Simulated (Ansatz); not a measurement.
Reactions of `[NH2][Ta]([NH2])([F])=[S]`.

Gas-phase electronic energies from Ansatz, PBE0-D4/def2-TZVP geometries. CBS: MP2 limit from def2 TZ/QZ plus the TZ coupled-cluster correction, frozen cores. This one scheme is used for every species. DFT in def2-TZVPP. Elements past krypton have def2 core potentials. For Ge, Ta outer-core shells are correlated without core-valence functions, which leaves a few kJ/mol of doubt a bond. Scalar relativity is left out up to krypton. Each species was taken in one conformer, which may not be the lowest.

```tsv
reaction	ωB97M-V (kcal/mol)
`[NH2][Ta]([NH2])([F])=[S]` + `Cl[SiH2][GeH2][Cl]` → `[NH2][Ta]([F])(=[S])[Cl]` + `[NH2][GeH2][SiH2]Cl`	2.0
`[NH2][Ta]([NH2])([F])=[S]` + `F[Si](F)([SiH3])Cl` → `[NH2][Ta]([NH2])(=[S])[Cl]` + `F[Si](F)(F)[SiH3]`	-9.4
`[NH2][Ta]([NH2])([F])=[S]` + `Cl[SiH](Cl)Cl` → `[NH2][Ta]([F])(=[S])[Cl]` + `N[SiH](Cl)Cl`	-9.9
`[NH2][Ta]([NH2])([F])=[S]` + HCl → `[NH2][Ta]([F])(=[S])[Cl]` + NH₃	-16.9
```

(1) Give the CCSD(T)/CBS values in the same order. (An estimate is asked.)

Largest T1 diagnostic: 0.020, for `[NH2][Ta]([NH2])([F])=[S]`.

Answers

(1) The calculation gave: 1.0, -12.4, -10.1, -17.2 kcal/mol.
